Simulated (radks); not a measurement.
Q: The scandium ion Sc2+, 19 electrons, occupied as [Ar] 3d1. Calculated with a radial shooting solver on a logarithmic mesh with Libxc functionals: non-relativistic Kohn-Sham, r2SCAN, spin-unpolarised, spherical densities, point nucleus; meta-GGA in the generalised Kohn-Sham scheme. Some entries of the table are withheld. Estimate them.

orbital  occ.  eigenvalue (hartree)  <1/r> (bohr^-1)
1s          2             -161.8887            20.53
2s          2                   (1)            4.268
2p          6             -14.98095              (2)
3s          2                   (3)            1.289
3p          6                   (4)            1.168
3d          1              -0.64033           0.8485
4s          0                   (5)           0.4144
4p          0              -0.39489           0.3429

A: 
(1) 2s eigenvalue (hartree): -18.07408
(2) 2p <1/r> (bohr^-1): 4.186
(3) 3s eigenvalue (hartree): -2.63110
(4) 3p eigenvalue (hartree): -1.82887
(5) 4s eigenvalue (hartree): -0.53901
